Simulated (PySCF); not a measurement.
Exercise with solution: chemical shift, span and skew from a shielding tensor

Cu(NH3)2 (CuH6N2), SMILES [Cu+](<-[NH3])<-[NH3], charge +1, multiplicity 1. Atoms are numbered in the order given.

```xyz
9

Cu     0.0000     0.0000     0.0000
N      0.0000     0.0000     1.9385
H     -0.9071     0.2696     2.3343
H      0.6870     0.6508     2.3343
H      0.2201    -0.9204     2.3343
N      0.0000     0.0000    -1.9385
H     -0.9071    -0.2696    -2.3343
H      0.6870    -0.6508    -2.3343
H      0.2201     0.9204    -2.3343
```
Charge +1, spin multiplicity 1.

Geometry optimised at B3LYP-D3(BJ)/def2-SVP. The spin state was assumed, not searched.

GIAO shieldings from KT2/pcSseg-1 (PySCF), non-relativistic, no solvent. The symmetric part of the tensor of N2 has the principal values 238.1, 269.9, 269.9 ppm. The same nucleus in NH3 has σ = 266.2 ppm at this level (PySCF, at its B3LYP-D3(BJ)/def2-TZVP geometry).

Question: Work out the isotropic shielding, the ¹⁵N shift against NH3, the span and the skew.

Answer: 
σ(iso) = (σ11 + σ22 + σ33)/3 = 259.3 ppm. δ = σ(ref) − σ(iso) = 266.2 − (259.3) = 6.9 ppm.
Span Ω = σ33 − σ11 = 31.8 ppm. Skew κ = 3(σ(iso) − σ22)/Ω = -1.00, an axial tensor. Tumbling in solution averages the tensor to δ; in a static solid the shielding alone would spread this spin-1/2 line over Ω.
